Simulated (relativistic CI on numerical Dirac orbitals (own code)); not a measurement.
**Ligand-field terms of d8**

Computed with a parametric ligand-field model of a d^n configuration (Racah B and C, spin-orbit zeta, crystal field), exact diagonalisation.

Field parameters in Wybourne normalisation: Oh B⁴₀ = 21Dq, B⁴₄ = √(5/14) B⁴₀. The field is a parameter set, without covalency.

Q: Ground term and bands for B = 300, C = 1260, ζ = 0 cm⁻¹, Oh, 10Dq = 5100 cm⁻¹?

A: Ground term 3A2 with 2.00 electrons in the two orbitals of the cubic e set. Spin-allowed: 3T2 5100 cm⁻¹ (1961 nm), 3T1 7737 cm⁻¹ (1293 nm), 3T1 12063 cm⁻¹ (829 nm). Lowest spin-forbidden: 1E 4818 cm⁻¹ (2075 nm), 1A1 8312 cm⁻¹ (1203 nm), 1T2 9827 cm⁻¹ (1018 nm). With an A2 ground term the first spin-allowed band lies at |10Dq| itself.

Q: Ground term and bands for B = 300, C = 1260, ζ = 0 cm⁻¹, Oh, 10Dq = 300 cm⁻¹?

A: Ground term 3A2 with 2.00 electrons in the two orbitals of the cubic e set. Spin-allowed: 3T2 300 cm⁻¹, 3T1 537 cm⁻¹, 3T1 4863 cm⁻¹ (2056 nm). Lowest spin-forbidden: 1E 4238 cm⁻¹ (2360 nm), 1T2 4438 cm⁻¹ (2253 nm), 1A1 6351 cm⁻¹ (1575 nm). With an A2 ground term the first spin-allowed band lies at |10Dq| itself.

Q: Ground term and bands for B = 300, C = 1260, ζ = 0 cm⁻¹, Oh, 10Dq = 7500 cm⁻¹?

A: Ground term 3A2 with 2.00 electrons in the two orbitals of the cubic e set. Spin-allowed: 3T2 7500 cm⁻¹ (1333 nm), 3T1 10500 cm⁻¹ (952 nm), 3T1 16500 cm⁻¹ (606 nm). Lowest spin-forbidden: 1E 4850 cm⁻¹ (2062 nm), 1A1 8688 cm⁻¹ (1151 nm), 1T2 12284 cm⁻¹ (814 nm). With an A2 ground term the first spin-allowed band lies at |10Dq| itself.

Q: Ground term and bands for B = 300, C = 1260, ζ = 0 cm⁻¹, Oh, 10Dq = 8700 cm⁻¹?

A: Ground term 3A2 with 2.00 electrons in the two orbitals of the cubic e set. Spin-allowed: 3T2 8700 cm⁻¹ (1149 nm), 3T1 11801 cm⁻¹ (847 nm), 3T1 18799 cm⁻¹ (532 nm). Lowest spin-forbidden: 1E 4859 cm⁻¹ (2058 nm), 1A1 8817 cm⁻¹ (1134 nm), 1T2 13502 cm⁻¹ (741 nm). With an A2 ground term the first spin-allowed band lies at |10Dq| itself.

Q: Ground term and bands for B = 300, C = 1260, ζ = 0 cm⁻¹, Oh, 10Dq = 10500 cm⁻¹?

A: Ground term 3A2 with 2.00 electrons in the two orbitals of the cubic e set. Spin-allowed: 3T2 10500 cm⁻¹ (952 nm), 3T1 13705 cm⁻¹ (730 nm), 3T1 22295 cm⁻¹ (449 nm). Lowest spin-forbidden: 1E 4869 cm⁻¹ (2054 nm), 1A1 8965 cm⁻¹ (1115 nm), 1T2 15321 cm⁻¹ (653 nm). With an A2 ground term the first spin-allowed band lies at |10Dq| itself.
